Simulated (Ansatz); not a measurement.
Mo6⁻, relaxed as a doublet with UKS PBE-D4/def2-SVPD in Ansatz, starting from the GFN2-xTB geometry. Force threshold 0.02 eV/Å.

In the def2 sets Mo takes a core potential; there is no spin–orbit coupling. The highest occupied level of the charge -1 doublet lies above zero (up to 0.44 eV). It is a level of α spin, whose loss leaves a singlet; that state wasn't run at this geometry and level. The electron is either unbound and held by the finite basis, or the level is raised by self-interaction error. The relaxation made no stability test and no search for a lower SCF solution. The structure comes from a short search, and lower isomers may exist.

Start:

```xyz
6

Mo   -0.276    1.184   -0.959
Mo   -0.648   -1.066   -1.523
Mo   -1.443   -1.010    0.670
Mo   -0.653    1.123    1.530
Mo    1.378   -1.210   -0.374
Mo    1.642    0.979    0.656
```

| step | energy (eV) | largest force component (eV/Å) | SCF passes |
| --- | --- | --- | --- |
| 1 | -11138.4309 | 1.702 | 156 |
| 2 | -11138.6960 | 1.679 | 127 |
| 3 | -11138.8695 | 0.541 | 155 |
| 4 (rejected) | -11138.7839 | 1.590 | 79 |
| 5 | -11138.9347 | 0.367 | 73 |
| 6 | -11138.9814 | 0.362 | 71 |
| 7 | -11139.0120 | 0.423 | 60 |
| 8 | -11139.0732 | 0.488 | 115 |
| 9 | -11139.1363 | 1.844 | 219 |
| 10 | -11139.2119 | 0.872 | 86 |
| 11 | -11139.2425 | 1.036 | 142 |
| 12 | -11139.3509 | 0.335 | 77 |
| 13 | -11139.3998 | 0.399 | 70 |
| 14 | -11139.6166 | 0.733 | 77 |
| 15 | -11139.7628 | 1.397 | 85 |
| 16 | -11139.8731 | 0.754 | 91 |
| 17 | -11139.9942 | 0.532 | 71 |
| 18 (rejected) | -11139.9754 | 0.914 | 73 |
| 19 | -11140.0505 | 0.368 | 58 |
| 20 | -11140.0733 | 0.459 | 64 |
| 21 (rejected) | -11139.8668 | 0.678 | 172 |
| 22 | -11140.0883 | 0.386 | 73 |
| 23 | -11140.1150 | 0.293 | 78 |
| 24 | -11140.1712 | 0.517 | 73 |
| 25 | -11140.2009 | 0.152 | 52 |
| 26 | -11140.2043 | 0.042 | 52 |
| 27 | -11140.2045 | 0.037 | 44 |
| 28 | -11140.2047 | 0.015 | 43 |

Force components are those of the run's own axes.

End:

Cartesian coordinates in Å:
```
Mo -0.641 1.357 -0.970
Mo -0.099 -0.843 -1.524
Mo -1.547 -0.766 0.527
Mo -0.343 0.617 1.661
Mo 1.167 -1.314 0.364
Mo 1.463 0.949 -0.057
```

By distances, no bond broke or formed, bridged metal pairs apart. The bond that changes most is Mo2–Mo6, from 3.76 to 2.79 Å (atoms count from 1). Metal–metal contacts that move far: Mo2–Mo6 3.76 to 2.79 Å, Mo4–Mo5 3.63 to 2.77 Å.

No frequencies were taken in this run, so the end may be a saddle point.

Run time 7.7 min (4 threads of Arm Neoverse V2 on a shared host), peak host memory 0.84 GiB.
